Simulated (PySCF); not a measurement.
Atomic charges against the basis set

C3H11PSi.
Structure used (PBE0-D3(BJ)/def2-SVP), in Å, numbered top down from 1:
```
atom  x, y, z in Å
C1     1.6243    0.5812    0.1455
C2     0.9899   -0.3396    1.1766
C3    -0.0231   -1.3260    0.5931
Si4   -1.5244   -0.5502   -0.2547
P5    -2.3945    1.0214    1.1359
H6     0.8746    1.2197   -0.3508
H7     2.1345    0.0059   -0.6439
H8     2.3682    1.2483    0.6066
H9     0.4976    0.2664    1.9584
H10    1.7828   -0.9020    1.6988
H11   -0.4171   -1.9795    1.3902
H12    0.4664   -1.9964   -0.1365
H13   -1.1798    0.0161   -1.5973
H14   -2.5814   -1.5899   -0.4572
H15   -1.4460    2.0248    0.7641
H16   -3.3672    1.4649    0.1872
```

PBE0 throughout (PySCF), one geometry, spherical d and f functions. Isolated species at its PBE0-D3(BJ)/def2-SVP geometry (one conformer only). Atoms taken as equivalent share a column and are averaged. The first 7 of 10 kinds of atom are listed.

Mulliken charges (e):

```
        basis  functions      C1      C2      C3     Si4      P5  H6/H7/H8  H9/H10
       STO-3G         44  -0.233  -0.142  -0.297  +0.449  +0.133    +0.075  +0.072
        6-31G         75  -0.493  -0.316  -0.626  +0.512  -0.145    +0.171  +0.175
       6-31G*        100  -0.528  -0.332  -0.545  +0.365  -0.220    +0.181  +0.178
     def2-SVP        133  -0.092  -0.102  -0.288  +0.297  -0.140    +0.048  +0.048
6-311+G(2d,p)        217  -0.508  -0.234  -0.452  +0.374  -0.290    +0.146  +0.144
    def2-TZVP        233  -0.374  -0.206  -0.311  +0.155  -0.269    +0.124  +0.115
```

IAO charges (e):

```json
{"basis": "STO-3G", "functions": "44", "C1": "-0.391", "C2": "-0.254", "C3": "-0.495", "Si4": "+0.552", "P5": "+0.030", "H6/H7/H8": "+0.129", "H9/H10": "+0.127"}
{"basis": "6-31G", "functions": "75", "C1": "-0.428", "C2": "-0.247", "C3": "-0.508", "Si4": "+0.439", "P5": "-0.142", "H6/H7/H8": "+0.141", "H9/H10": "+0.138"}
{"basis": "6-31G*", "functions": "100", "C1": "-0.408", "C2": "-0.235", "C3": "-0.521", "Si4": "+0.548", "P5": "-0.112", "H6/H7/H8": "+0.135", "H9/H10": "+0.130"}
{"basis": "def2-SVP", "functions": "133", "C1": "-0.397", "C2": "-0.230", "C3": "-0.518", "Si4": "+0.560", "P5": "-0.114", "H6/H7/H8": "+0.131", "H9/H10": "+0.127"}
{"basis": "6-311+G(2d,p)", "functions": "217", "C1": "-0.420", "C2": "-0.242", "C3": "-0.537", "Si4": "+0.575", "P5": "-0.119", "H6/H7/H8": "+0.139", "H9/H10": "+0.134"}
{"basis": "def2-TZVP", "functions": "233", "C1": "-0.420", "C2": "-0.242", "C3": "-0.540", "Si4": "+0.584", "P5": "-0.120", "H6/H7/H8": "+0.139", "H9/H10": "+0.134"}
```

Hirshfeld charges (e):

```
        basis  functions      C1      C2      C3     Si4      P5  H6/H7/H8  H9/H10
       STO-3G         44  -0.045  -0.013  -0.095  +0.301  +0.060    +0.012  +0.008
        6-31G         75  -0.099  -0.046  -0.138  +0.244  -0.043    +0.034  +0.033
       6-31G*        100  -0.099  -0.048  -0.141  +0.243  -0.046    +0.035  +0.033
     def2-SVP        133  -0.113  -0.060  -0.150  +0.273  -0.018    +0.037  +0.033
6-311+G(2d,p)        217  -0.116  -0.071  -0.160  +0.272  -0.020    +0.039  +0.037
    def2-TZVP        233  -0.118  -0.070  -0.160  +0.270  -0.024    +0.040  +0.037
```

Question: Which scheme is steadiest as the basis changes?

Answer: Largest range over the bases for any column: Hirshfeld 0.11 e, IAO 0.17 e, Mulliken 0.44 e. Hirshfeld charges move least and Mulliken charges most, counted in e. Without the minimal STO-3G basis the ranges are Hirshfeld 0.03, IAO 0.15, Mulliken 0.44 e.

Question: How much do the charges still move between the two largest bases, 6-311+G(2d,p) and def2-TZVP?

Answer: At most, over all atoms: Mulliken 0.219 e, IAO 0.009 e, Hirshfeld 0.004 e.

Question: What do the same runs give for the total energy, the frontier levels and the dipole moment?

Answer: 
```
        basis  energy (Eh)  HOMO (eV)  LUMO (eV)  μ (D)
       STO-3G    -742.7982      -4.30       6.09   0.68
        6-31G    -751.2548      -7.18       0.74   1.58
       6-31G*    -751.3428      -7.26       0.73   1.31
     def2-SVP    -751.1045      -7.31       0.76   1.17
6-311+G(2d,p)    -751.4395      -7.38      -0.05   1.13
    def2-TZVP    -751.4491      -7.36       0.40   1.11
```

The dipole is fixed by the density alone, so its range of 0.90 D shows that the density itself changes with the basis, not only its division among atoms.
